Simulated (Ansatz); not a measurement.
Correlation energies of `F[B]1[SiH2][O][Al]1[SH]` by basis set

| atom | x (Å) | y (Å) | z (Å) |
| --- | --- | --- | --- |
| F1 | -1.601 | 0.918 | 1.922 |
| B2 | -0.852 | 0.341 | 1.022 |
| Si3 | -0.368 | -1.570 | 0.429 |
| O4 | 0.629 | -0.952 | -0.751 |
| Al5 | 0.515 | 0.771 | -0.605 |
| S6 | 1.627 | 2.096 | -1.931 |
| H7 | 0.391 | -2.405 | 1.401 |
| H8 | -1.466 | -2.387 | -0.160 |
| H9 | 1.126 | 3.188 | -1.327 |

Charge 0, multiplicity 1. Geometry: relaxed with PBE0-D4/def2-TZVP. It is one conformer, not always the lowest. Frozen core, restricted reference, Ansatz 0.2.0. CBS rows extrapolate triple and quadruple zeta; past MP2 they add the triple-zeta difference.

```json
{"basis": "def2-SVP", "HF (Eh)": "-1128.80009", "MP2 corr.": "-0.71925", "CCSD corr.": "-0.76719", "(T)": "-0.02141", "CCSD(T) total": "-1129.58869"}
{"basis": "def2-TZVPP", "HF (Eh)": "-1129.38409", "MP2 corr.": "-0.93087", "CCSD corr.": "-0.97485", "(T)": "-0.03972", "CCSD(T) total": "-1130.39866"}
{"basis": "def2-QZVPP", "HF (Eh)": "-1129.42040", "MP2 corr.": "-1.01058", "CCSD corr.": "–", "(T)": "–", "CCSD(T) total": "–"}
{"basis": "CBS(def2)", "HF (Eh)": "-1129.42541", "MP2 corr.": "-1.06962", "CCSD corr.": "-1.11361", "(T)": "as TZ", "CCSD(T) total": "-1130.57874"}
```
